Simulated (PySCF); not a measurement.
## Computed properties of In(OH)3 (H₃InO₃), SMILES [OH][In]([OH])[OH]

In(OH)3 (H3InO3), SMILES [In]([OH])([OH])[OH]. The structure is a stationary point at B3LYP-D3(BJ)/def2-SVP. The def2 effective core potentials stand for the cores of In; spin–orbit coupling is left out. Other conformers were not sampled. All values are computed for the isolated molecule unless a solvent is named; none is compared with measurement here.

**Structure.** The optimised structure has Cs symmetry. All 15 harmonic modes at B3LYP-D3(BJ)/def2-SVP (PySCF) are real, so it is a minimum. With heavy atoms numbered as in [In:1]([OH:2])([OH:4])[OH:6], the shortest bond between them is In1–O4 at 1.994 Å and the longest In1–O6 at 2.011 Å.

**Vibrations.** The strongest infrared lines (harmonic, unscaled, degenerate partners summed) lie at 249 cm⁻¹ (175 km/mol, H 91 %, O 9 %), 785 cm⁻¹ (117 km/mol, H 95 %), 279 cm⁻¹ (98 km/mol, H 93 %). The softest mode is at 116 cm⁻¹ and the zero-point energy is 24.0 kcal/mol.

**Electronic structure.** r2SCAN/def2-TZVP (PySCF) places the frontier levels at -7.30 and -2.79 eV, a gap of 4.51 eV, and gives a dipole moment of 2.61 D and a mean polarisability of 45.4 bohr³.

**Excitations.** TDDFT-B3LYP/def2-SVPD (PySCF) has S1 at 4.63 eV (268 nm, f = 0.000, dark); the most intense of the 10 singlets computed lies at 7.05 eV (f = 0.14). T1 (TDA) is at 4.28 eV. No vertical singlet excitation falls in the visible range (under 3.1 eV).
